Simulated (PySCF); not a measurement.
H2OZn.

```xyz
4

Zn    -0.0065    -0.3731     0.0000
H     -0.0021    -1.8873     0.0000
O      0.1126     1.3976     0.0000
H     -0.7031     1.8995     0.0000
```

Geometry optimised at PBE0-D3(BJ)/def2-TZVP.

Method: HF/pcSseg-2 in PySCF. Non-relativistic, no solvent.

Task: Give the absolute GIAO shielding of each atom: isotropic value and principal components (ppm). (An estimate is asked for; the answer gives what the named calculation found.)

Result: 
| atom | σ(iso) | σ11 | σ22 | σ33 | span |
|---|---|---|---|---|---|
| Zn1 | 1844.1 | 1505.6 | 1511.6 | 2515.2 | 1009.6 |
| H2 | 28.4 | 21.9 | 21.9 | 41.4 | 19.5 |
| O3 | 345.2 | 328.9 | 334.4 | 372.3 | 43.4 |
| H4 | 31.5 | 22.3 | 24.2 | 48.0 | 25.7 |
